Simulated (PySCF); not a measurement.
How exact exchange moves a shielding

Molecule: `[SiH3][SiH2][SiH2]N([SiH3])[SiH3]`, H13NSi5.

Molfile (atoms numbered from 1):
```
H13NSi5
     RDKit          3D

 19 18  0  0  0  0  0  0  0  0999 V2000
    2.3702    0.0314    0.7628 Si  0  0  0  0  0  4  0  0  0  0  0  0
    1.6015   -1.6329   -0.7008 Si  0  0  0  0  0  4  0  0  0  0  0  0
   -0.4237   -0.7762   -1.5330 Si  0  0  0  0  0  4  0  0  0  0  0  0
   -1.1021    0.3137   -0.3221 N   0  0  0  0  0  0  0  0  0  0  0  0
   -1.6819   -0.3689    1.1864 Si  0  0  0  0  0  4  0  0  0  0  0  0
   -1.2827    2.0191   -0.6948 Si  0  0  0  0  0  4  0  0  0  0  0  0
    3.7442   -0.2638    1.2741 H   0  0  0  0  0  0  0  0  0  0  0  0
    1.4434    0.1456    1.9312 H   0  0  0  0  0  0  0  0  0  0  0  0
    2.3939    1.3435    0.0449 H   0  0  0  0  0  0  0  0  0  0  0  0
    1.4187   -2.9248    0.0323 H   0  0  0  0  0  0  0  0  0  0  0  0
    2.5841   -1.8477   -1.8104 H   0  0  0  0  0  0  0  0  0  0  0  0
   -0.1534    0.0395   -2.7586 H   0  0  0  0  0  0  0  0  0  0  0  0
   -1.3965   -1.8558   -1.8951 H   0  0  0  0  0  0  0  0  0  0  0  0
   -0.9618   -1.6649    1.3934 H   0  0  0  0  0  0  0  0  0  0  0  0
   -3.1507   -0.6509    1.1582 H   0  0  0  0  0  0  0  0  0  0  0  0
   -1.3988    0.5583    2.3208 H   0  0  0  0  0  0  0  0  0  0  0  0
   -2.4131    2.2746   -1.6410 H   0  0  0  0  0  0  0  0  0  0  0  0
   -1.5558    2.7426    0.5830 H   0  0  0  0  0  0  0  0  0  0  0  0
   -0.0303    2.5437   -1.3175 H   0  0  0  0  0  0  0  0  0  0  0  0
  1  2  1  0
  2  3  1  0
  3  4  1  0
  4  5  1  0
  4  6  1  0
  1  7  1  0
  1  8  1  0
  1  9  1  0
  2 10  1  0
  2 11  1  0
  3 12  1  0
  3 13  1  0
  5 14  1  0
  5 15  1  0
  5 16  1  0
  6 17  1  0
  6 18  1  0
  6 19  1  0
M  END
```

GIAO shieldings (ppm, equivalent atoms averaged) in PySCF on the PBE0-D3(BJ)/def2-SVP geometry, basis pcSseg-1, gas phase, non-relativistic:

| functional | exact exchange (%) | σ(Si3) | σ(Si5/Si6) | σ(Si1) |
| --- | --- | --- | --- | --- |
| BLYP | 0 | 359.2 | 370.5 | 432.0 |
| BP86 | 0 | 366.9 | 375.6 | 443.5 |
| PBE | 0 | 368.2 | 376.5 | 446.2 |
| B3LYP | 20 | 372.9 | 384.1 | 443.4 |
| mPW1PW91 | 25 | 383.7 | 392.3 | 455.8 |
| BHandHLYP | 50 | 393.2 | 402.7 | 458.6 |
| HF | 100 | 429.2 | 437.7 | 486.0 |

Problem. Fit each shielding as a line in the percentage of exact exchange.

Solution. σ(Si3) = 364.1 + 0.64 x (rms 3.5 ppm); σ(Si5/Si6) = 373.8 + 0.63 x (rms 2.4 ppm); σ(Si1) = 439.8 + 0.45 x (rms 5.1 ppm). The functionals also differ in their semilocal parts, which the line can't hold; Hartree–Fock has no correlation at all.

Problem. What does the line predict for PBE0 (25 %), and what does the run give?

Solution. σ(Si3): 380.1 predicted, 385.2 computed; σ(Si5/Si6): 389.6 predicted, 393.5 computed; σ(Si1): 451.1 predicted, 459.0 computed ppm.
